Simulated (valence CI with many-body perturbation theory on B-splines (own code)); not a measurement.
E1 transitions of Ga17+

Method: configuration interaction combined with many-body perturbation theory (CI+MBPT): four valence electrons over a frozen Dirac-Fock core [Ne], a basis of 11 s, 11 p, 10 d, 8 f, 5 g, 2 h functions for each j, with the one-electron correlation potential Σ1, the two-electron term Σ2, the three-electron term Σ3, Breit, model QED; selected CI, second order for the rest, scaled by the run's own slope (own B-spline code, finite nucleus).

No measured spectrum was set against this ion. As an estimate, levels of excited configurations hold to 0.05 to 0.15 % of their energy, terms of the ground configuration to about 0.5 %. Among the levels kept, up to 810 cm⁻¹ of a level comes from second order outside the variational space, and about a tenth of that is noise between levels of different J, which matters for small intervals.

Lines 151 to 200 of 562 in falling wavelength, among levels below 206.12 eV, chosen from the strongest by gf and those to the six lowest levels. Wavelengths and rates use the calculated energies, so an error of 300 cm⁻¹ moves a line at 19.73 nm by 0.059 % and its rate by three times that or more. Electric multipoles are in the length gauge, E1 and E2 with the static RPA response of the core. Weak lines are less certain than strong ones. Lines between different terms over intervals too small for the method are left out, as are lines whose strength nearly cancels. Where a level lies close to another of its J and parity, the split of strength between their lines is uncertain. The highest levels of a list are the least certain.

Names give the largest LS component (configuration and term), which can be under half, so a name can repeat, a term be missing and a line seem to break the LS rules; names also repeat where a configuration has a term twice. Letters in brackets count levels of one name in rising energy.

```tsv
λ vac (nm)	Upper	Lower	A (s⁻¹)	log gf	Branch %
19.73	3s3p²3d ¹F_3 [b]	3s²3p3d ¹F°_3	4.38e+10	0.25	28.1
19.71	3p³3d ⁵D°_4 [b]	3s3p²3d ⁵F_4	4.38e+09	-0.64	14.3
19.70	3p³3d ³D°_1 [d]	3s3p²3d ³P_1 [b]	7.82e+09	-0.86	7.5
19.69	3s3p²3d ³D_1 [d]	3s²3p3d ³P°_0	1.88e+10	-0.48	19.2
19.68	3s3p²3d ¹P_1 [a]	3s²3p3d ³F°_2	1.08e+10	-0.73	15.9
19.66	3p³3d ¹F°_3	3s3p²3d ¹F_3 [a]	3.17e+09	-0.89	6.3
19.64	3s3p3d² ⁵D°_3 [b]	3s3p²3d ³D_3 [a]	4.15e+09	-0.77	4.9
19.63	3s3p3d² ³H°_5	3s3p²3d ³F_4 [b]	1.85e+09	-0.93	4.7
19.63	3p³3d ⁵D°_2	3s3p²3d ⁵F_3	1.15e+10	-0.48	21.8
19.57	3p³3d ³D°_2 [b]	3s3p²3d ³P_2 [a]	4.56e+09	-0.88	8.8
19.55	3s3p3d² ³D°_3	3s3p²3d ³D_3 [b]	3.78e+09	-0.82	5.1
19.54	3p³3d ³D°_2 [c]	3s3p²3d ¹F_3 [a]	4.67e+09	-0.87	5.0
19.52	3s3p3d² ³D°_3	3s3p²3d ³P_2 [b]	1.90e+10	-0.12	25.8
19.47	3p³3d ³D°_2 [d]	3s3p²3d ³P_1 [b]	1.64e+10	-0.33	17.4
19.47	3p³3d ³D°_1 [d]	3s3p²3d ³P_0 [b]	1.07e+10	-0.74	10.3
19.43	3s²3p3d ³F°_3	3s²3p² ¹D_2	4.86e+06	-3.72	0.3
19.43	3p³3d ⁵D°_1	3s3p²3d ⁵F_2	1.18e+10	-0.70	22.1
19.41	3p³3d ¹F°_3	3s3p²3d ¹G_4	1.32e+10	-0.28	26.1
19.37	3p³3d ³D°_1 [d]	3s3p²3d ³D_2 [b]	7.70e+09	-0.89	7.4
19.32	3p³3d ¹D°_2 [b]	3s3p²3d ¹P_1 [a]	5.86e+09	-0.79	6.5
19.28	3s3p²3d ³G_3	3s3p³ ¹D°_2	2.64e+09	-0.99	16.7
19.28	3s3p3d² ³D°_3	3s3p²3d ³F_4 [b]	7.18e+09	-0.55	9.7
19.27	3p³3d ⁵D°_2	3s3p²3d ⁵F_2	1.15e+10	-0.49	21.9
19.27	3p³3d ⁵D°_3	3s3p²3d ⁵F_3	7.81e+09	-0.52	18.2
19.27	3p³3d ⁵D°_1	3s3p²3d ⁵F_1	7.73e+09	-0.89	14.5
19.17	3p⁴ ³P_2	3s3p³ ⁵S°_2	1.50e+08	-2.38	1.1
19.08	3s3p3d² ³G°_4	3s3p²3d ³D_3 [b]	2.60e+09	-0.89	3.9
19.04	3s3p²3d ³D_2 [c]	3s²3p3d ³F°_3	2.03e+10	-0.26	30.8
19.02	3s²3p3d ³D°_1	3s²3p² ¹S_0	6.12e+07	-3.00	0.1
19.02	3s3p²3d ³D_2 [d]	3s²3p3d ³D°_1	5.31e+09	-0.84	5.6
18.98	3s3p²3d ¹P_1 [b]	3s²3p3d ¹D°_2	1.61e+10	-0.58	11.8
18.97	3s3p3d² ³S°_1	3s3p²3d ³P_2 [b]	6.95e+09	-0.95	5.9
18.95	3s3p²3d ¹D_2 [c]	3s²3p3d ¹P°_1	2.88e+10	-0.11	18.5
18.94	3s3p²3d ³P_2 [c]	3s²3p3d ³D°_3	3.50e+10	-0.03	22.1
18.92	3s3p²3d ¹D_2 [b]	3s²3p3d ³D°_1	9.65e+09	-0.59	12.2
18.92	3s3p²3d ³F_4 [c]	3s²3p3d ³F°_4	4.01e+10	0.29	52.8
18.88	3s3p²3d ³D_3 [c]	3s²3p3d ³F°_4	4.18e+10	0.19	64.5
18.85	3s3p3d² ³D°_3	3s3p²3d ³D_2 [b]	4.97e+09	-0.73	6.8
18.84	3s3p3d² ³F°_3	3s3p²3d ¹G_4	3.53e+09	-0.88	5.6
18.83	3p³3d ³D°_2 [c]	3s3p²3d ³D_2 [a]	7.35e+09	-0.71	7.9
18.83	3s²3d² ³F_2	3s²3p3d ¹F°_3	4.12e+09	-0.96	3.1
18.83	3s3p²3d ³D_3 [d]	3s²3p3d ³P°_2	1.77e+10	-0.18	18.1
18.80	3p³3d ³D°_2 [d]	3s3p²3d ³F_3 [b]	4.44e+09	-0.93	4.7
18.77	3s3p²3d ³F_3 [c]	3s²3p3d ³F°_3	2.68e+10	0.00	32.2
18.75	3p³3d ³D°_1 [b]	3s3p²3d ³F_2 [a]	1.10e+10	-0.76	19.4
18.74	3p³3d ³P°_2 [b]	3s3p²3d ³P_2 [a]	3.93e+09	-0.99	14.6
18.71	3s3p²3d ³D_3 [a]	3s3p³ ¹D°_2	3.69e+09	-0.87	7.3
18.70	3s3p²3d ³F_2 [c]	3s²3p3d ³F°_3	1.91e+10	-0.30	22.2
18.68	3s3p³ ³S°_1	3s²3p² ³P_2	5.09e+10	-0.10	60.3
18.68	3s3p³ ¹P°_1	3s²3p² ¹D_2	4.54e+10	-0.15	66.6
```
